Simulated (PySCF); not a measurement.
# One molecule, several mistakes: CH7Si2

These are calculations, not measurements. The program is PySCF 2.14.0, an open-source quantum chemistry code, run on an isolated molecule that a program drew, which may never have been made. The molecule is CH7Si2 (charge 0, doublet), drawn as the SMILES string `[SiH2]C[SiH3]`.

Each row is a Hartree-Fock (HF) and frozen-core CCSD(T) single point in the cc-pV(D+d)Z basis, meant for a local HF minimum. Run 1 is clean. Each other run has one planted mistake out of seven kinds, and not every kind appears here: one electron removed, one electron added, multiplicity raised by two, geometry at a saddle point, minimal basis STO-3G, one bond length entered in bohr, all coordinates scaled. The reference is restricted for singlets and unrestricted otherwise, and also for a bond in bohr. Adding or removing an electron swaps singlet and doublet. Electrons count all cores. HOMO and LUMO are orbital energies over both spins, the gradient is its largest component, and the lowest frequency (negative if imaginary) is given only where the gradient is small. Bond lengths are over the 9 bonds as drawn. T1 is the CCSD diagnostic: over 0.02 (restricted) or 0.045 (unrestricted) a single reference is doubtful.

Geometry of the clean run:
```xyz
10
CH7Si2, angstrom
Si    0.3128    1.3067    1.0806
C    -0.4774   -0.4059    1.1884
Si   -1.4466   -0.9851   -0.3256
H    -0.7140    2.3617    0.8878
H     1.3006    1.3748   -0.0258
H     0.3113   -1.1392    1.3914
H    -1.1508   -0.4226    2.0530
H    -0.5621   -1.0411   -1.5137
H    -2.0084   -2.3381   -0.0927
H    -2.5642   -0.0540   -0.6099
```

| run | electrons | basis functions | <S^2> | HOMO (eV) | LUMO (eV) | gradient (hartree/bohr) | lowest frequency (cm^-1) | mean bond (Å) | longest bond (Å) | T1 | HF (hartree) | CCSD(T) (hartree) | mistake |
|---|---|---|---|---|---|---|---|---|---|---|---|---|---|
| 1 | 41 | 95 | 0.754 | -8.68 | 1.56 | 1.1e-05 | 105 | 1.4875 | 1.889 | 0.0119 | -619.78052 | -620.18578 | no fault |
| 2 | 41 | 30 | 0.752 | -6.12 | 6.50 | 2.8e-02 | - | 1.4875 | 1.889 | 0.0043 | -612.64519 | -612.82330 | minimal basis STO-3G |
| 3 | 42 | 95 | 0.000 | -0.31 | 8.18 | 5.5e-02 | - | 1.4875 | 1.889 | 0.0127 | -619.75507 | -620.19326 | ? |
| 4 | 40 | 95 | 0.000 | -16.94 | -6.75 | 6.5e-02 | - | 1.4875 | 1.889 | 0.0162 | -619.49613 | -619.89630 | ? |

**Which mistake was planted in run 3, and what did it cost?**

It counts 42 electrons, one more than the clean run, at the same geometry and basis. So the mistake is: one electron added. Subtracting run 1 and multiplying by 627.51 kcal/mol a hartree, the energy moved by 16.0 kcal/mol in HF and -4.7 kcal/mol in CCSD(T).

**Which mistake was planted in run 4, and what did it cost?**

It counts 40 electrons, one fewer than the clean run, at the same geometry and basis. So the mistake is: one electron removed. Subtracting run 1 and multiplying by 627.51 kcal/mol a hartree, the energy moved by 178.5 kcal/mol in HF and 181.7 kcal/mol in CCSD(T).

